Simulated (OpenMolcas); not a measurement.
## Ru5+: moving or changing the point charges

Ru5+ among 6 point charges of -1.7 e arranged as an octahedron (Oh), 2.17 Å from the ion.
```
   2.1700    0.0000    0.0000  -1.70
   0.0000    2.1700    0.0000  -1.70
  -2.1700    0.0000    0.0000  -1.70
   0.0000   -2.1700    0.0000  -1.70
   0.0000    0.0000    2.1700  -1.70
   0.0000    0.0000   -2.1700  -1.70
```

```yaml
Program: OpenMolcas
Method: CASSCF
Basis: ANO-RCC-VDZP [6s5p3d1f]
Scalar_Hamiltonian: DKH2, point nucleus
Active_space: 3 electrons in 5 orbitals (4d)
State_averaging: 2S+1 = 4 even, 10 roots; 2S+1 = 2 even, 40 roots
Spin-orbit_coupling: RASSI with atomic mean-field integrals over the reference wave functions
```

Runs around this geometry, states (labels of O, the rotations of Oh). Energies in cm-1 above the lowest state or level, χT in cm3 K/mol; 10Dq and B are least-squares fits to the states below 45000 cm-1, weighted by degeneracy, with a free offset, and given where the rms deviation is under 5 % of |10Dq| (or 100 cm-1) and under 700 cm-1.

| R (Å) | q (e) | Ground state | First state of that spin | 10Dq | B (rms of fit) | First gap with spin-orbit (degeneracies) | χT at 300 K | First state of another spin |
| --- | --- | --- | --- | --- | --- | --- | --- | --- |
| 2.17 | -0.85 | 4A2 | 4T2 1831 | 1878 | 996 (26) | 1948 (4, 4) | 0.292 | 2E 17585 |
| 1.99 | -1.7 | 4A2 | 4T2 5569 | 5738 | 993 (67) | 5378 (4, 4) | 0.879 | 2E 18324 |
| 2.17 | -1.7 | 4A2 | 4T2 3641 | 3752 | 995 (46) | 3496 (4, 4) | 0.599 | 2E 18073 |
| 2.36 | -1.7 | 4A2 | 4T2 2406 | 2475 | 996 (32) | 2386 (4, 4) | 0.385 | 2E 17787 |

Taking |10Dq| as R^-n, n = -ln(2475 / 5738) / ln(2.36 / 1.99) = 4.9 between the shortest and longest distance. The point-charge formula for a cubic d site gives n = 5.

Scaling the charges by -0.85 / -1.7 = 0.50 scales |10Dq| by 1878 / 3752 = 0.50; with fixed orbitals a first-order splitting would follow the charge.

Without dynamic correlation the repulsion within the d shell is too large (B by tens of per cent), so at a given field states of lower spin stand too high. Spin-orbit coupling mixes the spin-free states strongly: the lowest level takes only 55 % from its leading state, 4A2 (figures for R = 2.17, q = -0.85; the like holds for R = 2.36, q = -1.7). This field is weak: 10Dq is about 1878 cm-1, while octahedral complexes of 4d ions of charge 3 and more, computed by the same method with explicit ligands, had a median near 25000 cm-1. Ground spin and moment need not be those of a real site (figures for R = 2.17, q = -0.85; the like holds for R = 1.99, q = -1.7, R = 2.17, q = -1.7, R = 2.36, q = -1.7). The ground term spreads over less than 5000 cm-1, several times less than with real ligands, so orbital moments are less quenched and χT lies further from the spin-only value than at real sites (holds for R = 2.17, q = -0.85; R = 2.36, q = -1.7). This is an electrostatic model: the charges have no orbitals. No measured value stands beside these numbers.
